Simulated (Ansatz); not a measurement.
Cost and result up the ladder for Sn27BH40 (68 atoms). Charge 0, multiplicity 2. Geometry: PBE-D4/def2-SVP.

```xyz
68

Sn    7.714   -0.080   -0.342
Sn    6.066   -3.587   -2.951
Sn    3.832    0.303   -2.550
Sn    2.459    1.188    0.755
Sn    1.247   -1.993   -1.499
Sn    3.781   -2.187    0.656
Sn   -1.290    1.768   -1.559
Sn   -3.392    2.795    2.283
Sn   -4.915   -0.734   -0.343
Sn   -1.081   -1.126    2.207
Sn   -7.207    3.232   -0.198
Sn   -7.112    0.426    3.501
Sn    6.177    1.723   -1.858
Sn    0.916    3.176   -0.534
Sn   -4.927    4.589    0.748
Sn    4.576   -1.688   -4.407
Sn   -0.442   -0.386   -3.155
Sn   -6.436    1.090   -1.857
Sn    8.373   -2.326   -1.918
Sn    6.126   -1.006    1.788
Sn    4.587   -4.514   -0.735
B     2.855   -0.525   -0.678
Sn    1.121    0.384    3.107
Sn   -0.335   -3.233    0.493
Sn   -2.651    0.627    0.638
Sn   -4.836    1.773    4.473
Sn   -6.346   -1.736    1.865
Sn   -8.671    2.224    1.990
H     9.146    0.651    0.329
H     6.591   -4.921   -3.944
H     2.753    1.437   -3.323
H     3.977    1.931    1.194
H     2.021   -3.185   -2.516
H     2.683   -2.578    1.958
H    -2.407    2.750   -2.468
H    -1.931    3.572    2.834
H    -4.362   -2.042   -1.355
H    -2.124   -1.670    3.495
H    -8.216    4.332   -1.099
H    -8.062   -0.163    4.838
H     7.073    2.193   -3.272
H     5.836    3.163   -0.951
H     1.802    4.008   -1.775
H     0.333    4.368    0.589
H    -3.975    5.161   -0.588
H    -5.398    5.978    1.680
H     5.574   -1.033   -5.672
H     3.212   -2.441   -5.170
H     0.421    0.025   -4.606
H    -1.770   -1.421   -3.603
H    -5.472    1.671   -3.182
H    -7.840    0.324   -2.538
H     9.404   -1.797   -3.215
H     9.291   -3.441   -0.952
H     6.891   -2.290    2.683
H     5.647    0.215    2.926
H     5.620   -5.453    0.304
H     3.253   -5.527   -1.188
H     2.133   -0.533    4.180
H     0.520    1.748    4.002
H     0.481   -4.544    1.285
H    -1.765   -3.884   -0.254
H    -3.826    0.677    5.366
H    -5.317    3.039    5.563
H    -5.334   -2.835    2.752
H    -7.750   -2.624    1.354
H    -9.195    3.536    3.001
H   -10.103    1.424    1.415
```

Ansatz on 11 threads of AMD EPYC 7R13 on a shared host and a whole NVIDIA H100 80GB HBM3. Times are rough, and most runs start from the orbitals of an earlier one. PBE0-D4/def2-SVP serves as the yardstick here, not as an exact answer. Differences are given only for rows in sets of like size (and for xTB, whose basis is part of the method), since another set adds its own error. Binding counts from free atoms at the same level (Sn triplet, B doublet, H doublet; other spins of the atoms weren't run), without zero-point energy or a counterpoise term.

In the def2 sets Sn takes a core potential; there is no spin–orbit coupling. Single mean-field runs in def2-SVP, def2-mTZVP are fitted with def2-universal-jkfit.

```csv
level,functions,wall time,binding energy per atom (eV),difference from PBE0-D4/def2-SVP (eV)
PBE-D4/def2-SVP,916,8.5 s,2.46,0.01
r2SCAN-D4/def2-SVP (with forces),916,14 s,2.46,0.00
r2SCAN-D4/def2-mTZVP,1111,14 s,2.43,–
B97M-V/def2-SVP,916,17 s,2.54,0.08
PBE0-D4/def2-SVP (with forces),916,27 s,2.46,0.00
```
